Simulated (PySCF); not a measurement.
All values below come from PBE0-D3(BJ)/def2-TZVP // PBE0-D3(BJ)/def2-SVP run with PySCF. Gas-phase values, no solvent. One relaxed conformer stands for a flexible species; it need not be the lowest. Excitations are Tamm–Dancoff values on a coarser integration grid. The basis has no diffuse functions, so Rydberg states are missing or too high.

Reference species (SMILES): `[C@H]12CC[C@@](B)([C@H]2S)CC1` (neutral, multiplicity 1).

| Property | Result |
|---|---|
| S1–T1 gap (TDA) | 0.10 eV |
| S1 excitation (TDA) | 4.37 eV |
| S1 oscillator strength | 0.003 |

After one change: the S1–T1 gap (TDA) falls by 0.03 eV; the S1 excitation (TDA) rises by 0.04 eV; the S1 oscillator strength is nearly the same.

Q: What was changed between the two runs? The new species is one of these.
(A) `B[C@@H]1C[C@@H]2C[C@H]1C[C@@H]2S`
(B) `B[C@@H]1C[C@@H]2CC[C@H]1[C@@H]2S`
(C) `B[C@@H]1[C@@H]2CC[C@H]1[C@H](S)C2`
(D) `B[C@@H]1C[C@@H]2C[C@H]1[C@H](S)C2`

A: C, `B[C@@H]1[C@@H]2CC[C@H]1[C@H](S)C2`
